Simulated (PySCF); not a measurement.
Electron correlation in Mn⁺ (manganese, charge +1)

[Ar] 3d5 4s1, high-spin 7S determinant. Calculation: PySCF 2.14, in cc-pVTZ (7s6p4d2f1g, 68 functions); the non-relativistic Hamiltonian (point nucleus). Frozen: [Ar]; 6 electrons correlated.

MP2 pair energies summed by pair of shells (mhartree):

```tsv
pair	energy	share (%)
3d-3d	-71.19	83.9
3d-4s	-13.61	16.1
```

Total MP2 correlation energy: -84.81 mhartree.

Same-spin part -84.81 and opposite-spin part 0.00 mhartree; SCS-MP2 scales them by 1/3 and 6/5 to -28.27 mhartree.
